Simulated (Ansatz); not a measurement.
Born–Oppenheimer molecular dynamics of AlH7OSn (10 atoms, charge 0, multiplicity 1). It starts at the highest image of a converged band. Of that band: Neighbouring images differ by up to 2.0 eV, so the band resolves the path poorly. A vibrational analysis at the climbing image gives 2 clearly imaginary modes (1799i, 113i cm⁻¹): a point of higher order, so a lower path passes nearby.

All numbers below come from RHF/def2-SVP (Ansatz 0.2.0).

```json
{
 "ensemble": "NVE (velocity Verlet)",
 "time step": "0.5 fs",
 "steps asked": "200",
 "starting velocities drawn for": "100 K",
 "seed": "11971"
}
```

Frames 5 fs apart, positions in Å, forces in eV/Å.

Velocities at 35 fs (Å/ps):

```
Sn 4.08 1.04 -1.30
H -12.07 9.51 -33.08
H -5.29 -4.86 -17.27
H 2.60 -26.48 17.45
H -14.28 19.66 -14.01
O -6.57 -8.72 18.41
Al -10.80 -0.01 -3.53
H -19.89 8.72 -12.85
H -20.24 -11.74 4.60
H -18.28 21.64 10.34
```

```xyz
10
Properties=species:S:1:pos:R:3:forces:R:3 time_fs=35 energy_less_start_eV=-0.869 T=940
Sn 0.050 0.027 -0.234 0.00 1.12 -1.68
H 0.343 -0.633 1.312 0.09 -0.06 -0.07
H 0.582 1.639 -0.356 0.22 0.49 0.66
H -1.394 0.294 -1.181 0.44 -0.02 -0.49
H 1.086 -0.582 -1.435 0.33 -0.76 0.00
O -2.093 -0.608 0.693 -0.62 -0.94 1.33
Al -3.780 -0.694 0.296 -0.16 -0.14 0.57
H -4.302 -1.734 -0.766 0.07 0.29 -0.07
H -4.671 0.061 1.381 -0.03 -0.06 -0.41
H -1.792 -0.869 1.554 -0.34 0.06 0.16
10
Properties=species:S:1:pos:R:3:forces:R:3 time_fs=40 energy_less_start_eV=-1.040 T=1106
Sn 0.071 0.033 -0.243 0.27 1.37 -2.70
H 0.314 -0.626 1.219 0.41 -0.55 1.12
H 0.581 1.677 -0.365 0.05 0.12 0.59
H -1.354 0.166 -1.160 -0.14 0.09 -0.51
H 1.066 -0.576 -1.509 0.32 -0.53 0.27
O -2.135 -0.656 0.788 -1.20 -0.75 1.78
Al -3.833 -0.695 0.282 0.73 -0.26 0.94
H -4.385 -1.653 -0.837 0.23 0.25 -0.13
H -4.771 -0.002 1.352 -0.05 0.10 -0.27
H -1.892 -0.779 1.718 -0.62 0.17 -1.09
10
Properties=species:S:1:pos:R:3:forces:R:3 time_fs=45 energy_less_start_eV=-1.360 T=1415
Sn 0.092 0.042 -0.256 0.73 0.17 -1.05
H 0.364 -0.711 1.311 -0.04 0.38 -0.80
H 0.591 1.738 -0.237 -0.20 -0.59 0.30
H -1.327 0.058 -1.246 0.07 0.11 0.15
H 1.116 -0.690 -1.513 -0.03 0.10 0.77
O -2.199 -0.714 0.897 -2.07 -0.22 -1.48
Al -3.880 -0.698 0.276 1.27 -0.30 0.86
H -4.415 -1.515 -0.943 0.31 0.05 -0.24
H -4.886 -0.040 1.265 -0.17 0.28 0.11
H -2.079 -0.682 1.814 0.14 0.03 1.37
10
Properties=species:S:1:pos:R:3:forces:R:3 time_fs=50 energy_less_start_eV=-1.593 T=1641
Sn 0.114 0.051 -0.272 0.35 -0.73 -0.31
H 0.409 -0.729 1.262 -0.32 0.25 -0.50
H 0.561 1.687 -0.041 -0.05 0.08 -0.09
H -1.288 -0.024 -1.304 0.14 0.17 0.48
H 1.172 -0.790 -1.358 0.25 0.26 0.14
O -2.291 -0.775 1.003 -1.83 0.30 0.70
Al -3.917 -0.703 0.277 0.68 -0.11 0.64
H -4.371 -1.360 -1.092 0.42 0.08 0.16
H -5.029 -0.024 1.191 0.23 -0.02 -0.08
H -2.275 -0.590 1.952 0.14 -0.29 -1.12
10
Properties=species:S:1:pos:R:3:forces:R:3 time_fs=55 energy_less_start_eV=-1.616 T=1663
Sn 0.137 0.059 -0.289 0.51 -0.25 -0.53
H 0.386 -0.708 1.132 -0.32 -0.66 1.23
H 0.520 1.650 0.138 0.07 0.47 -0.35
H -1.228 -0.066 -1.265 -0.38 0.14 0.00
H 1.288 -0.833 -1.171 0.45 0.32 -0.51
O -2.410 -0.834 1.108 -1.38 0.26 -0.15
Al -3.947 -0.710 0.284 0.19 0.13 0.17
H -4.231 -1.188 -1.208 0.32 -0.03 0.36
H -5.126 -0.007 1.102 0.26 -0.15 -0.06
H -2.438 -0.525 2.006 0.28 -0.22 -0.16
10
Properties=species:S:1:pos:R:3:forces:R:3 time_fs=60 energy_less_start_eV=-1.735 T=1778
Sn 0.161 0.067 -0.306 1.30 -0.68 1.23
H 0.282 -0.796 1.205 -0.37 0.21 -0.37
H 0.490 1.696 0.231 -0.07 -0.32 -0.57
H -1.243 -0.076 -1.219 -0.16 0.08 -0.17
H 1.487 -0.790 -1.081 -0.36 0.72 -0.20
O -2.549 -0.889 1.209 -0.44 -0.30 -1.02
Al -3.976 -0.715 0.292 0.05 0.26 -0.32
H -4.018 -1.026 -1.249 0.08 -0.23 0.11
H -5.175 -0.020 1.005 -0.28 0.01 0.18
H -2.538 -0.509 2.055 0.26 0.25 1.13
10
Properties=species:S:1:pos:R:3:forces:R:3 time_fs=65 energy_less_start_eV=-1.779 T=1821
Sn 0.188 0.073 -0.322 0.24 -0.88 1.47
H 0.101 -0.851 1.220 0.03 0.55 -1.01
H 0.448 1.692 0.198 -0.02 -0.01 -0.28
H -1.284 -0.065 -1.208 0.53 0.05 -0.02
H 1.617 -0.593 -1.048 -0.42 0.32 -0.20
O -2.695 -0.944 1.308 0.68 0.63 1.82
Al -4.004 -0.718 0.298 -0.59 0.61 -0.66
H -3.787 -0.913 -1.255 -0.20 -0.25 0.18
H -5.276 -0.039 0.939 -0.15 -0.15 -0.08
H -2.582 -0.518 2.170 -0.11 -0.87 -1.22
10
Properties=species:S:1:pos:R:3:forces:R:3 time_fs=70 energy_less_start_eV=-1.821 T=1860
Sn 0.215 0.077 -0.334 -0.27 0.33 0.07
H -0.078 -0.804 1.041 0.20 -0.47 0.63
H 0.401 1.693 0.101 0.01 0.55 0.16
H -1.223 -0.043 -1.216 0.12 -0.03 -0.48
H 1.667 -0.325 -1.069 0.26 -0.33 -0.41
O -2.834 -0.996 1.418 0.34 -0.32 -0.24
Al -4.037 -0.716 0.298 -0.57 0.66 -0.37
H -3.602 -0.860 -1.219 -0.40 -0.21 0.19
H -5.408 -0.092 0.856 0.20 -0.28 -0.31
H -2.615 -0.619 2.238 0.11 0.10 0.76
10
Properties=species:S:1:pos:R:3:forces:R:3 time_fs=75 energy_less_start_eV=-1.775 T=1816
Sn 0.242 0.083 -0.346 0.19 1.31 -0.37
H -0.210 -0.844 0.971 0.46 -0.31 0.44
H 0.353 1.787 0.033 -0.10 -0.42 0.21
H -1.127 -0.028 -1.330 0.01 -0.08 -0.50
H 1.746 -0.123 -1.167 -0.30 -0.45 0.20
O -2.966 -1.050 1.532 -0.23 0.00 -0.76
Al -4.075 -0.708 0.295 0.32 0.07 0.64
H -3.506 -0.857 -1.147 -0.25 -0.14 -0.21
H -5.506 -0.203 0.709 -0.10 -0.02 -0.14
H -2.661 -0.748 2.358 0.00 0.05 0.49
10
Properties=species:S:1:pos:R:3:forces:R:3 time_fs=80 energy_less_start_eV=-1.667 T=1712
Sn 0.269 0.090 -0.359 -0.69 0.59 -0.38
H -0.230 -0.946 0.991 0.75 0.56 -0.74
H 0.283 1.803 0.016 -0.09 -0.53 0.30
H -1.014 -0.031 -1.543 0.47 -0.10 0.32
H 1.769 -0.028 -1.225 -0.25 -0.50 0.48
O -3.099 -1.101 1.639 -0.03 0.73 0.24
Al -4.111 -0.700 0.298 0.69 -0.58 1.24
H -3.469 -0.884 -1.113 -0.08 0.02 -0.10
H -5.620 -0.324 0.527 0.00 0.11 0.02
H -2.734 -0.902 2.508 -0.78 -0.31 -1.38
10
Properties=species:S:1:pos:R:3:forces:R:3 time_fs=85 energy_less_start_eV=-1.720 T=1763
Sn 0.294 0.099 -0.373 -0.63 0.24 -1.15
H -0.090 -0.949 0.880 0.14 -0.24 0.23
H 0.193 1.718 0.072 -0.06 0.44 0.42
H -0.810 -0.058 -1.697 -0.01 -0.10 0.35
H 1.754 -0.048 -1.183 0.69 -0.32 0.14
O -3.240 -1.145 1.734 -1.31 0.60 -2.77
Al -4.140 -0.697 0.312 0.36 -1.08 1.30
H -3.453 -0.908 -1.099 0.02 0.18 0.26
H -5.723 -0.420 0.351 0.51 0.14 0.20
H -2.886 -1.073 2.580 0.28 0.14 1.02
10
Properties=species:S:1:pos:R:3:forces:R:3 time_fs=90 energy_less_start_eV=-1.762 T=1804
Sn 0.319 0.108 -0.389 0.64 0.51 -0.84
H 0.091 -1.003 0.816 -0.24 -0.54 0.56
H 0.091 1.698 0.215 0.08 -0.10 -0.01
H -0.610 -0.108 -1.778 -0.55 -0.07 -0.07
H 1.868 -0.137 -1.093 0.16 0.20 0.35
O -3.393 -1.179 1.803 -0.62 0.70 -1.51
Al -4.167 -0.703 0.337 0.26 -1.24 1.19
H -3.427 -0.890 -1.034 0.31 0.22 0.10
H -5.726 -0.480 0.222 0.08 0.27 0.33
H -3.061 -1.222 2.677 -0.13 0.06 -0.09
```

Of the whole run (100 fs, mean temperature of the second half 1774 K): The conserved energy stayed within 0.085 meV per atom of its start (net change -0.015 meV per atom), so the integration is sound. The kinetic energy rose, since the run started high on the potential surface and went downhill. It ends in pieces (AlH3O + H4Sn), so much of that is their flight and rotation, not heat. A run of 0.1 ps of so small a system gives no equilibrium averages. The orbitals stay closed-shell, which can raise the energy where a bond breaks towards radicals; this wasn't checked here.

Time of the run: 8 min on 1 thread of Arm Neoverse V1, with other jobs on the host, peak memory 0.18 GiB.
